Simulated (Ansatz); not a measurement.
```yaml
crystal:
  periodic: [false, false, false]
  atoms:
    - {symbol: Be, position_ang: [-0.000052, -0.000048, 0.000050]}
    - {symbol: Br, position_ang: [-1.526215, 0.551854, -1.099403]}
    - {symbol: Br, position_ang: [1.526267, -0.551816, 1.099353]}
basis:
  gaussian: {orbitals: def2-SVP, nuclear_model: gaussian, point_charges: [{charge: 1.00, position_ang: [5.525, -0.755, -0.171]}]}
total_charge: 1
magnetization: {spin_polarized: true, initial_magnetization: 1}
hamiltonian: {xc: {name: LC-wPBE}}
scf: {omitted_lower_state_checks: [starts]}
```

```sh
$ ansatz run in.yaml --threads 4 --pin off --events-out ev --progress --plain --max-ram 3916MiB
```

It prints (some lines left out):

```
Functional definition: LC-wPBE
824 factors; their error is unknown
224 factors; integrals over basis functions are off by at most 1.3e-5 eV
mean field evaluation 1: about -140444.1323 eV, gradient 1.4e1 eV
mean field evaluation 2: about -140445.1704 eV, gradient 1.2e1 eV
mean field evaluation 4: about -140445.8041 eV, gradient 5.2e-1 eV
mean field evaluation 8: about -140445.7014 eV, gradient 9.6e-2 eV
mean field evaluation 16: about -140445.7020 eV, gradient 6.1e-4 eV
mean field evaluation 32: about -140445.7020 eV, gradient 7.6e-6 eV
mean field -140445.70198711 eV, -5161.2843505104 hartree, gradient 7.6e-6 eV, S^2 0.754996; 0 other end points of the search recorded, 0 dependent functions left out
reference -140445.70198712 eV, -5161.2843505107 hartree; 37, 36 occupied and 36, 37 virtual orbitals, 824 factors
Total energy: -140445.70198712 eV, -5161.2843505107 hartree
Checks for a lower state left out: starts
```

Hardware: 4 threads of Arm Neoverse V1 on a shared host. Wall time 2.5 s.

LC-ωPBE has ω = 0.4 bohr⁻¹.
